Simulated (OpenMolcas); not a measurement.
**Lines of Ar4+: computed and rescaled rates**

* Program: OpenMolcas 26.06
* Method: CASSCF
* Basis: ANO-R3 [6s5p4d2f1g]
* Scalar Hamiltonian: X2C, finite nucleus
* Active space: 4 electrons in 4 orbitals (3s 3p)
* State averaging: 2S+1 = 3 even, 3 roots; 2S+1 = 1 even, 6 roots kept (CI in the orbitals of an earlier block); 2S+1 = 5 odd, 1 root; 2S+1 = 3 odd, 9 roots kept (CI in the orbitals of an earlier block); 2S+1 = 1 odd, 8 roots kept (CI in the orbitals of an earlier block)
* Spin-orbit coupling: state interaction with AMFI integrals over the reference wave functions, term energies averaged over their components

Rates come from the transition moments of the reference wave functions (E1 and E2 in the length form). At fixed line strength A goes as λ^-3 for E1 and M1 and as λ^-5 for E2, so a rate at the computed wavelength can be rescaled to the measured one. Measured vacuum wavelengths follow from level energies in Saloman, J. Phys. Chem. Ref. Data 39, 033101 (2010). Branching counts decays inside the model space alone, at computed energies, and the table is only a selection of the E2 and M1 lines, drawn from those between levels with measured partners whose computed energy lies within a factor of 1.5 of the measured one.

```
      Upper        Lower  Type  λ computed (nm)  λ measured (nm)  A computed (s-1)  A rescaled (s-1)  Branching %
3s² 3p² ³P₁  3s² 3p² ³P₀    M1            14300            13100          6.17e-03          8.03e-03        100.0
3s² 3p² ³P₂  3s² 3p² ³P₁    M1             8459             7902          2.23e-02          2.74e-02        100.0
3s² 3p² ¹S₀  3s² 3p² ¹D₂    E2            611.1            462.7          8.91e-01          3.58e+00         13.4
3s² 3p² ¹D₂  3s² 3p² ³P₂    M1            566.1            700.8          5.38e-01                           70.8
3s² 3p² ¹D₂  3s² 3p² ³P₁    M1            530.6            643.7          2.19e-01                           28.7
3s² 3p² ¹S₀  3s² 3p² ³P₁    M1              284            269.2          5.74e+00                           86.3
```

Spin-changing lines and M1 lines between different terms are not rescaled, since their strength hangs on the term gaps too.

The largest correction is for 3s² 3p² ¹S₀ → 3s² 3p² ¹D₂ (E2): 8.91e-01 × (611.1 / 462.7)^5 = 3.58e+00 s-1, a factor of 4.02.

The computed rate and branching of 3s² 3p² ³P₁ → 3s² 3p² ³P₀ give the upper level a radiative lifetime of 1.000 / 6.17e-03 s-1 = 1.62e+02 s, counting decays inside the model space alone. The rescaled rate gives about 1.2e+02 s.

No measured rate stands beside these. Rescaling mends the energy factor alone: line strengths can still be far off where a level mixes with configurations outside the active space, and weak or spin-changing lines hang on small mixing coefficients that depend on the term gaps too, so rescaling need not improve them.

Terms from blocks run as CI alone lack orbitals of their own. Measured partners are found by configuration, term and J. A level has none where our copy of the source lacks it or the pairing is in doubt (some pairs that miss far off the trend of their configuration count as doubtful). Levels of configurations outside the active space are missing.
